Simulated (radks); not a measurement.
Species: the neon ion Ne2+. Configuration: [He] 2s2 2p4. Calculated with a radial shooting solver on a logarithmic mesh with Libxc functionals: scalar-relativistic Kohn-Sham, Slater X-alpha with alpha = 0.67, spin-unpolarised, spherical densities, finite nucleus; Fermi nuclear charge, rms radius 3.0055 fm.

Normalised radial functions P(r) = r R(r), r in bohr:

```
   r/bohr * 2s (the largest magnitude, 1.13, reaches the edge; | marks zero)
 0.009213                             |  *
  0.01134                             |   *
  0.01385                             |   *
  0.01706                             |    *
  0.02083                             |     *
  0.02545                             |      *
  0.03133                             |       *
  0.03827                             |         *
  0.04712                             |          *
  0.05755                             |           *
  0.07085                             |           *
  0.08654                             |           *
   0.1057                             |           *
   0.1301                             |         *
    0.159                             |      *
   0.1957                             |  *
    0.239                          *  |
   0.2943                    *        |
   0.3595             *               |
   0.4391        *                    |
   0.5406   *                         |
   0.6603  *                          |
   0.8129   *                         |
   0.9929       *                     |
    1.222             *               |
    1.493                  *          |
    1.824                       *     |
    2.245                          *  |
    2.743                            *|
```

2s: eigenvalue -75.988 eV, 1 radial node at r = 0.218 bohr, <r> = 0.835 bohr, 90 % of the charge inside 1.32 bohr.
